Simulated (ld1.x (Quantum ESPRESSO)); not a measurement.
# What one change does to a pseudopotential (Sb (Z = 51), TM)

antimony (Sb), norm-conserving Troullier–Martins (Kleinman–Bylander form), made with ld1.x (Quantum ESPRESSO) 7.5 (Wu–Cohen, scalar-relativistic). Core [Kr] 4d10, reference 5s2 5p3. Waves: 5s (bound): rc 1.85 bohr; 5d channel at 0.25 Ry: rc 1.40 bohr; 5p (bound): rc 1.65 bohr. Local part: the p channel. Core correction: none.

All-electron outer shells of the reference configuration (Wu–Cohen, scalar-relativistic, ld1.x):

| shell | level (eV) | outermost node (bohr) | outermost maximum (bohr) |
| --- | --- | --- | --- |
| 4p | -101.66 | 0.39 | 0.76 |
| 4d | -33.43 | 0.38 | 0.84 |
| 5s | -12.89 | 0.95 | 1.90 |
| 5p | -4.84 | 1.04 | 2.32 |

Change: functional PBE.

Cutoffs: the cutoffs (Ry, on a coarse ladder) from which the occupation-weighted sum of valence levels, in a spherical-Bessel basis at the reference potential, stays within 10 and 1 mRy of its value at 400 Ry; they do not see the model core or the augmentation charge, which bear on the density cutoff. Errors are all-electron minus pseudo energies relative to the spin-unpolarised reference configuration.

Q: What does the change do?

A: The potential gets neither clearly harder nor softer (45 Ry and 100 Ry → 45 Ry and 100 Ry); both files keep a bound ghost (s); of the 7 tests that both files solve, the error grows in 1 and shrinks in 4 by more than 15 % and 0.3 meV (median size 17.7 → 4.7 meV).

```tsv
quantity	base	changed
cutoff, loose	45 Ry	45 Ry
cutoff, tight	100 Ry	100 Ry
bound ghosts	s	s
error for 5s2 5p2, meV [ΔE 8.35 → 8.32 eV]	-2.9	-1.2
error for 5s2 5p1, meV [ΔE 24.39 → 24.28 eV]	-18	-4.7
error for 5s2 5p0, meV [ΔE 48.87 → 48.70 eV]	-46	+32
error for 5s1 5p4, meV [ΔE 8.15 → 8.11 eV]	+29	+41
error for 5s2 5p3.3, meV [ΔE -1.16 eV]	+0.3	+0.3
error for 5s2 5p2.5, meV [ΔE 3.28 → 3.26 eV]	-0.8	-0.4
error for 5s1 5p3, meV [ΔE 17.13 → 17.05 eV]	+37	+41
s: phases at 1.99 bohr within 0.05 rad from the reference energy up to (Ry; the scan ends near 5)	to the end of the scan	to the end of the scan
p: phases at 1.99 bohr within 0.05 rad from the reference energy up to (Ry; the scan ends near 5)	0.4	0.4
d: phases at 1.99 bohr within 0.05 rad from the reference energy up to (Ry; the scan ends near 5)	1.8	1.8
```

 A true bound ghost makes a file unfit for plane-wave use even where its test errors are small: the radial tests pick states by their node count and pass the ghost by.
